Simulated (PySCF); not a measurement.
Al(Me)(vinyl)(OH) (C₃H₇AlO), SMILES [CH3][Al]([CH]=C)[OH]. Atoms are numbered in the order given.

```xyz
12

Al    -0.3116     0.1781     0.2608
C     -2.1950     0.2228     0.7431
H     -2.5485    -0.7697     1.0705
H     -2.8221     0.5087    -0.1185
H     -2.3923     0.9376     1.5566
C      0.4306    -0.9716    -1.1323
C      1.7357    -0.9861    -1.4465
H     -0.2110    -1.6534    -1.7105
H      2.1567    -1.6312    -2.2289
H      2.4660    -0.3464    -0.9333
O      0.7365     1.2175     1.1233
H      1.6819     1.3090     1.0013
```

Geometry: PBE0-D3(BJ)/def2-SVP. The structure was generated by enumeration; whether it is a known compound was not checked. Other conformers were not sampled.

Two levels are set side by side: PBE/pcSseg-1 (PySCF) and B3LYP/pcSseg-1 (PySCF). GIAO shifts against H2O (¹⁷O), TMS (¹H), TMS (¹³C) at the same level; non-relativistic, no solvent, atoms listed together averaged. Differences are taken from unrounded values.

```
quantity               PBE
-------------------  -----
δ(¹³C) of C2 (ppm)   -12.9
δ(¹³C) of C6 (ppm)   149.2
δ(¹³C) of C7 (ppm)   150.2
δ(¹H) of H8 (ppm)     6.57
δ(¹⁷O) of O11 (ppm)   63.8
δ(¹H) of H12 (ppm)    3.07
```

**Question.** These are the PBE values. What does B3LYP give? (Estimate from the structure and the level; the computed values follow.)

**Answer.** 
```tsv
quantity	B3LYP	PBE minus B3LYP
δ(¹³C) of C2 (ppm)	-12.9	0.0
δ(¹³C) of C6 (ppm)	150.7	-1.5
δ(¹³C) of C7 (ppm)	151.6	-1.4
δ(¹H) of H8 (ppm)	6.43	0.14
δ(¹⁷O) of O11 (ppm)	52.8	11.0
δ(¹H) of H12 (ppm)	2.84	0.23
```

Rough cost on one machine, each run with all the roots and properties that it gave: B3LYP against PBE within a factor of 2.
